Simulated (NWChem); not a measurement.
System: Ge, triplet

Here is an NWChem input.

```
start job
memory heap 200 mb stack 900 mb global 1100 mb
geometry units angstroms noautoz
  Ge     0.000000     0.000000     0.000000
end
basis spherical
  Ge library def2-svp
end
dft
  odft
  mult 3
  xc xwpbe 0.80 cpbe96 1.0 hfexch 1.00
  cam 0.2 cam_alpha 0.2 cam_beta 0.8
  iterations 150
  mulliken
end
task dft energy
```

The open p shell is one determinant without spherical averaging. No stability test was run on the SCF state.

Predict the main results of this run. (LRC-wPBEh/def2-SVP, spin-unrestricted.) Quantities: energy (Ha); highest occupied level (eV); lowest empty minus highest occupied level, either spin (eV); <S²>.


```yaml
energy (Ha): -2076.39
highest occupied level (eV): -7.17
lowest empty minus highest occupied level, either spin (eV): 5.68
"<S²>": 2.00
```
